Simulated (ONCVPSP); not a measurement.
**What one change does to a pseudopotential (germanium (Ge), ONCV)**

| Property | Result |
| --- | --- |
| Element | Ge |
| Generator | ONCVPSP 4.0.1 |
| Type | optimised norm-conserving Vanderbilt (ONCV) |
| Functional | LDA (Perdew-Zunger) |
| Relativity | scalar-relativistic |
| Frozen core | [Ar] 3d10 |
| Valence charge | 4 |
| Reference configuration | 4s2 4p2 |
| Partial waves | 4s: rc 1.80 bohr, ncon 4, nbas 9, qcut 4.4 1/bohr, 2 projectors, debl 2.2 Ha; 4p: rc 2.15 bohr, ncon 4, nbas 7, qcut 4.3 1/bohr, 2 projectors, debl 3.2 Ha |
| Local potential | polynomial inside 1.45 bohr (lpopt 5, dvloc0 0 Ha) |
| Core correction | none |

All-electron outer shells of the reference configuration (LDA (Perdew-Zunger), scalar-relativistic, ld1.x):

```json
{"shell": "3p", "level (eV)": "-115.38", "outermost node (bohr)": "0.23", "outermost maximum (bohr)": "0.54"}
{"shell": "3d", "level (eV)": "-29.55", "outermost node (bohr)": "–", "outermost maximum (bohr)": "0.50"}
{"shell": "4s", "level (eV)": "-11.95", "outermost node (bohr)": "0.77", "outermost maximum (bohr)": "1.73"}
{"shell": "4p", "level (eV)": "-4.05", "outermost node (bohr)": "0.82", "outermost maximum (bohr)": "2.19"}
```

Change: p: rc 1.78.

Cutoffs: the cutoffs (Ha) at which the residual kinetic energy of the hardest occupied pseudo-wave falls to 1 and 0.1 mHa per electron; they do not see the model core or the augmentation charge, which bear on the density cutoff. Errors are all-electron minus pseudo energies relative to the spin-unpolarised reference configuration.

Task: How do hardness, ghosts and transferability respond?

Result: The potential gets neither clearly harder nor softer (8.3 Ha and 16 Ha → 8.3 Ha and 16 Ha); the s channel sets the loose cutoff, while the largest relative change is in p, which becomes harder; the errors of the 4 common tests hardly move; neither file shows a bound ghost.

```csv
quantity,base,changed
"cutoff, loose",8.3 Ha,8.3 Ha
"cutoff, tight",16 Ha,16 Ha
loose cutoff by channel,"s 8.3 Ha, p 5.8 Ha","s 8.3 Ha, p 6.9 Ha"
bound ghosts,none,none
GHOST(+) flags under 300 eV,s at 111.7 eV,s at 111.7 eV
"error for 4s2 4p1, meV [ΔE 7.64 eV]",+2.8,+3.2
"error for 4s2 4p0, meV [ΔE 23.35 eV]",+30,+33
"error for 4s1 4p0, meV [ΔE 58.57 eV]",+248,+255
"error for 4s2 4p1.5, meV [ΔE 2.89 eV]",+0.3,+0.3
s: phases at 1.83 bohr within 0.05 rad from the reference energy up to (Ha; the scan ends near 5),3.6,3.6
```

Changed file: The cutoffs count occupied waves only; projector 2 of the p channel, the hardest unoccupied one, needs 32 Ha at the loose tolerance.
